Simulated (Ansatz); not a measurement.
`CC[Se]C`. The species carries charge 0 and has multiplicity 1. All single points use the PBE0-D4/def2-TZVP geometry. It is one conformer, not always the lowest.

```xyz
12

C     1.260   -1.393    0.805
C     0.102   -0.464    0.505
Se    0.485    0.598   -1.088
C    -1.179    1.594   -1.117
H     1.440   -2.081   -0.024
H     2.181   -0.833    0.984
H     1.050   -1.988    1.697
H    -0.816   -1.024    0.319
H    -0.074    0.227    1.332
H    -1.286    2.183   -0.207
H    -2.026    0.918   -1.231
H    -1.136    2.264   -1.975
```

What is the dipole moment at PBE/def2-TZVPP? (Estimate.)

Computed: 1.53 D, with components (-1.13, -0.16, 1.02) D in this frame, pointing from negative to positive charge.

And with r2SCAN, B3LYP, ωB97M-V? (Best estimate.)

The calculation gave: r2SCAN 1.63 D, B3LYP 1.54 D, ωB97M-V 1.55 D.

Give the Mulliken charges with PBE, r2SCAN, ωB97M-V in def2-TZVPP. (Best estimate.)

The calculation gave: 
```json
{"atom": "C1", "PBE": "-0.26", "r2SCAN": "-0.15", "ωB97M-V": "-0.32"}
{"atom": "C2", "PBE": "-0.20", "r2SCAN": "-0.11", "ωB97M-V": "-0.28"}
{"atom": "Se3", "PBE": "-0.02", "r2SCAN": "-0.04", "ωB97M-V": "0.03"}
{"atom": "C4", "PBE": "-0.37", "r2SCAN": "-0.26", "ωB97M-V": "-0.44"}
{"atom": "H5", "PBE": "0.09", "r2SCAN": "0.05", "ωB97M-V": "0.11"}
{"atom": "H6", "PBE": "0.09", "r2SCAN": "0.05", "ωB97M-V": "0.11"}
{"atom": "H7", "PBE": "0.08", "r2SCAN": "0.04", "ωB97M-V": "0.10"}
{"atom": "H8", "PBE": "0.10", "r2SCAN": "0.06", "ωB97M-V": "0.13"}
{"atom": "H9", "PBE": "0.10", "r2SCAN": "0.06", "ωB97M-V": "0.13"}
{"atom": "H10", "PBE": "0.12", "r2SCAN": "0.09", "ωB97M-V": "0.14"}
{"atom": "H11", "PBE": "0.12", "r2SCAN": "0.09", "ωB97M-V": "0.14"}
{"atom": "H12", "PBE": "0.13", "r2SCAN": "0.09", "ωB97M-V": "0.14"}
```

B3LYP here is the variant with VWN-RPA as its local correlation; programs differ in this.
